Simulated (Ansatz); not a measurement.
A structure relaxed at r2SCAN-D4/def2-TZVP in Ansatz, charge 0, singlet:

```xyz
3

Mg    2.654   -0.332   -0.685
I    -2.757    0.346    0.712
I     0.103   -0.014   -0.027
```

Problem. Give its formula and point group.

Solution. MgI2. Point group C∞v (tolerance 0.1 Å).

Problem. Summarise the bond lengths by kind (pairs closer than 1.2 times the sum of covalent radii, bridged metal pairs left out).

Solution. 1 × I–Mg 2.65 Å; 1 × I–I 2.98 Å.

In the def2 sets I takes a core potential; there is no spin–orbit coupling. The restricted singlet is unstable towards broken spin symmetry in Hartree–Fock (as tested in another run); at r2SCAN-D4/def2-TZVP this wasn't settled. In the singlet, I2 and I3 lie 2.98 Å apart (atoms count from 1), so these atoms are partly bonded to each other. Another isomer (singlet) lies 3.11 eV lower at PBE0-D4/def2-TZVP; other spin states weren't run for this one.
